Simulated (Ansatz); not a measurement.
Basis-set extrapolation for `BN([SiH2])[SiH2]Cl` radical (PBE0-D4/def2-TZVP geometry, frozen core, the Gaussian-basis code of Ansatz). Multiplicity 2, UHF reference.

|  | def2-TZVPP | def2-QZVPP |
| --- | --- | --- |
| HF | -1120.152323 | -1120.187616 |
| MP2 correlation | -0.720997 | -0.778801 |
| CCSD(T) correlation | -0.815227 | not run |

Energies in hartree. Use E(X) = E(∞) + A·exp(−7.88·√X) for Hartree–Fock and E(X) = E(∞) + B·X^(−2.97) for correlation, with X = 3 and 4, and add CCSD(T) minus MP2 of the smaller set to the MP2 limit.

Problem. What is the CCSD(T) energy at the basis-set limit?

Solution. HF limit: -1120.187616 + (-0.035293) × 0.13774 = -1120.19248. MP2 limit: -0.778801 + (-0.057804) × 0.74074 = -0.82162. Higher-order term: -0.815227 − (-0.720997) = -0.09423. Total: -1121.10833 hartree, 369.6 kJ/mol below CCSD(T)/def2-TZVPP.
